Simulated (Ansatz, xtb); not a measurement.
BFGeH2P+: which of two structures lies lower

Structure X is a singlet given by its coordinates and structure Y is a singlet given by its coordinates. Both are isolated ions in the gas phase, relaxed with B3LYP-D3(BJ)/def2-SVP.

X (Å):

```xyz
6

B    -1.8418   -1.3249   -1.8167
F    -2.5947   -1.2251   -2.8622
Ge   -1.3571   -1.2400    0.7005
P    -0.6270   -2.5064   -1.0771
H    -0.7491   -3.9096   -1.2117
H    -1.8379   -0.3134   -1.0191
```

Close contacts (Å): B1–F2 1.29, B1–Ge3 2.56, B1–P4 1.85, Ge3–P4 2.30, B1–H6 1.29, Ge3–H6 2.01, P4–H5 1.41.

Y (Å):

```xyz
6

B    -1.9635   -2.5566   -1.7537
F    -2.9410   -2.2084   -2.5298
Ge   -0.3390   -1.1082    1.0576
P    -0.7493   -1.1292   -1.1643
H    -1.7418   -3.6812   -1.4065
H    -1.3299    0.1500   -1.3982
```

Close contacts (Å): B1–F2 1.30, B1–P4 1.96, Ge3–P4 2.26, B1–H5 1.20, P4–H6 1.42.

Task: Estimate which is lower in electronic energy at CCSD(T)/def2-TZVP, and by roughly how much.

Result: Too close to call at this level: CCSD(T)/def2-TZVP gives E(Y) − E(X) = −0.033 eV.

Level by level:

| level | geometry | E(Y) − E(X) (eV) | departure from the last row (eV) | job, with rough time for the two |
| --- | --- | --- | --- | --- |
| B3LYP-D3(BJ)/def2-SVP | B3LYP-D3(BJ)/def2-SVP | −0.041 | −0.008 | optimisation, 3.6 min |
| HF/def2-TZVP | B3LYP-D3(BJ)/def2-SVP | −0.360 | −0.328 | part of the CCSD(T) run |
| MP2/def2-TZVP | B3LYP-D3(BJ)/def2-SVP | +0.019 | +0.051 | part of the CCSD(T) run |
| CCSD(T)/def2-TZVP | B3LYP-D3(BJ)/def2-SVP | −0.033 |  | single point, 2.4 min |

The largest departure from CCSD(T)/def2-TZVP is that of HF/def2-TZVP, 0.328 eV. Levels run at GFN2-xTB geometries aren't shown.

With harmonic frequencies from B3LYP-D3(BJ)/def2-SVP (ideal gas, rigid rotor, one conformer each, 298.15 K, 1 atm): on the last row, ΔE + ΔZPE = −0.027 eV. A mode under 50 cm⁻¹ makes harmonic enthalpies and free energies unreliable, so none is given.

The correlated steps freeze 16 core orbitals; the filled d shell of Ge is correlated, in a basis made for valence electrons. Programs: Ansatz 0.2.0; the last row on 2 threads of Intel(R) Xeon(R) Processor @ 2.50GHz (Skylake/Cascade Lake) on a shared host.
